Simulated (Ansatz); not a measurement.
Born–Oppenheimer molecular dynamics of C₂H₈BN (12 atoms, charge 0, multiplicity 1). It starts at the highest image of a converged band. Of that band: Neighbouring images differ by up to 2.7 eV, so the band resolves the path poorly. A vibrational analysis at the climbing image gives one clearly imaginary mode, 1384i cm⁻¹: a first-order saddle point.

Computed with RKS r2SCAN/def2-mTZVP in Ansatz.

```json
{
  "ensemble": "NVE (velocity Verlet)",
  "time step": "0.5 fs",
  "steps asked": "200",
  "starting velocities drawn for": "300 K",
  "seed": "8595"
}
```

First frame:

```xyz
12
Properties=species:S:1:pos:R:3
B -0.487 -0.489 0.217
C 0.931 -1.534 0.672
N -0.017 0.657 -0.289
C -0.693 1.822 -0.799
H 0.919 -0.341 0.137
H -1.499 -1.077 0.472
H 0.721 -2.421 0.075
H 0.708 -1.694 1.726
H 2.019 -1.374 0.612
H -0.453 2.701 -0.191
H -0.363 2.042 -1.820
H -1.786 1.707 -0.812
```

(1) What does the run give?

(2) What happens to the structure?

(3) How do temperature and energy run in time?

Answers

(1) The run went to its last step.

- steps done: 200
- time covered: 100 fs
- mean temperature over the second half: 1655 K
- spread of the potential energy over the second half: 14.9 meV per atom
- mean potential energy of the second half above the start: -145.9 meV per atom

The conserved energy stayed within 0.12 meV per atom of its start (net change 0.0013 meV per atom), so the integration is sound. The system heated up, since it started high on the potential surface and ran downhill. A run of 0.1 ps of so small a system gives no equilibrium averages. The orbitals stay closed-shell, which can raise the energy where a bond breaks towards radicals; this wasn't checked here.

(2) The step under study would form C2–H5 and break B1–C2, N3–H5. These pairs go: C2–H5 1.31 → 1.07 Å, B1–C2 1.82 → 5.74 Å, N3–H5 1.43 → 7.42 Å. In the last frame they stand as after the step (other bonds may differ from the relaxed reactants and products). Also parted: B1–H5 1.42 → 6.30 Å. It ends as CH4 + CH4BN. Pairs count as bonded within 1.25 times the sum of covalent radii (0.12 Å more for H–H). Another seed would give other details.

(3) 
```
time (fs)  T (K)  potential energy less start (eV)  conserved less start (meV/atom)
      0.0    300                             0.000                             0.00
      8.0    180                             0.156                             0.09
     16.0    414                            -0.146                             0.07
     24.0    886                            -0.756                             0.09
     32.0   1190                            -1.150                             0.03
     40.0   1258                            -1.237                             0.11
     48.0   1482                            -1.527                             0.04
     56.0   1652                            -1.746                             0.06
     64.0   1735                            -1.854                             0.09
     72.0   1847                            -1.999                             0.03
     80.0   1727                            -1.843                             0.11
     88.0   1619                            -1.705                             0.00
     96.0   1418                            -1.445                             0.10
```

Time of the run: 5.1 min on 2 threads of Intel(R) Xeon(R) Platinum 8488C (Sapphire Rapids), with other jobs on the host, peak memory 0.22 GiB.
